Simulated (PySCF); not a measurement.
## Ionisation energy of Cu by level of theory

Cu [Ar] 3d10 4s1 (2S) → Cu⁺ [Ar] 3d10 (1S), as a difference of total energies. All numbers are calculated (PySCF 2.14, a scalar-relativistic core potential, in cc-pVTZ-PP with ECP10MDF). Correlated levels: valence: 3s2 3p6 frozen. The calculations carry no spin-orbit coupling.

```
           method  ionisation energy (eV)
              UHF                   6.580
           M06-2X                   7.681
             BP86                   8.459
    MP2 (valence)                   7.476
SCS-MP2 (valence)                   7.327
```

Errors of the correlated levels include the incompleteness of this basis and the frozen core.

Problem. Which method comes closest to the reference value, and which is furthest?

Solution. The reference is 7.726 eV (measured; NIST Atomic Spectra Database, ionization energies). Closest: M06-2X (error -0.045 eV); furthest: UHF (error -1.146 eV).
